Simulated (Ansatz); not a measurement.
`B[Si](C)(F)S`. Total charge 0; spin multiplicity 1. The geometry is a stationary point of PBE0-D4/def2-TZVP. It is one conformer, not always the lowest.

```xyz
11

B    -0.402   -0.758   -1.593
Si    0.688   -0.107   -0.140
C     0.397    1.282    1.052
F     2.144   -0.700    0.152
S    -0.817   -1.765    0.201
H    -1.367   -0.147   -1.945
H     0.079   -1.595   -2.299
H     0.592    0.972    2.080
H    -0.631    1.641    0.971
H     1.065    2.114    0.814
H    -1.747   -0.937    0.706
```

(1) What is the dipole moment at ωB97M-V/def2-TZVPP? (Estimate.)

(2) And with PBE, r2SCAN, B3LYP? (An estimate is asked.)

(3) Give the Mulliken charges with ωB97M-V, r2SCAN, B3LYP in def2-TZVPP. (Best estimate.)

Results:

(1) Ansatz gave: 3.00 D, with components (-0.89, 1.98, 2.07) D in this frame, pointing from negative to positive charge.

(2) The calculation gave: PBE 2.96 D, r2SCAN 3.02 D, B3LYP 2.97 D.

(3) The calculation gave: 
| atom | ωB97M-V | r2SCAN | B3LYP |
| --- | --- | --- | --- |
| B1 | -0.38 | -0.23 | -0.22 |
| Si2 | 0.54 | 0.58 | 0.54 |
| C3 | -0.44 | -0.32 | -0.39 |
| F4 | -0.30 | -0.32 | -0.32 |
| S5 | -0.13 | -0.13 | -0.16 |
| H6 | 0.10 | 0.02 | 0.05 |
| H7 | 0.10 | 0.02 | 0.05 |
| H8 | 0.13 | 0.09 | 0.12 |
| H9 | 0.12 | 0.08 | 0.11 |
| H10 | 0.13 | 0.09 | 0.11 |
| H11 | 0.13 | 0.11 | 0.12 |

B3LYP here is the variant with VWN-RPA as its local correlation; programs differ in this.
